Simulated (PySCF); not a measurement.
# Working out the ionisation energy of K

K [Ar] 4s1 (2S) → K⁺ [Ar] (1S). All numbers are calculated (PySCF 2.14, scalar relativity by spin-free X2C-1e, in aug-cc-pwCVTZ-X2C (9s8p6d3f, 84 functions)). Frozen: nothing. Energies in hartree (1 hartree = 27.21139 eV):

| part | K (lower) | K⁺ (upper) |
| --- | --- | --- |
| UHF | -601.464345 | -601.316521 |
| CCSD correlation | -0.246390 | -0.236185 |
| (T) | -0.005851 | -0.005008 |

Problem. What does Hartree-Fock give?

Solution. (-601.316521) − (-601.464345) = 0.147824 hartree = 4.022 eV.

Problem. What do CCSD and CCSD(T) give?

Solution. The CCSD correlation energies differ by 0.010205 hartree = 0.278 eV and the triples by 0.000843 hartree = 0.023 eV, so CCSD gives 4.300 eV and CCSD(T) 4.323 eV.

Measured between the centres of the two terms (NIST): 4.341 eV, so CCSD(T) (all electrons) is off by -0.018 eV.

What remains against the reference includes basis incompleteness and higher excitations.
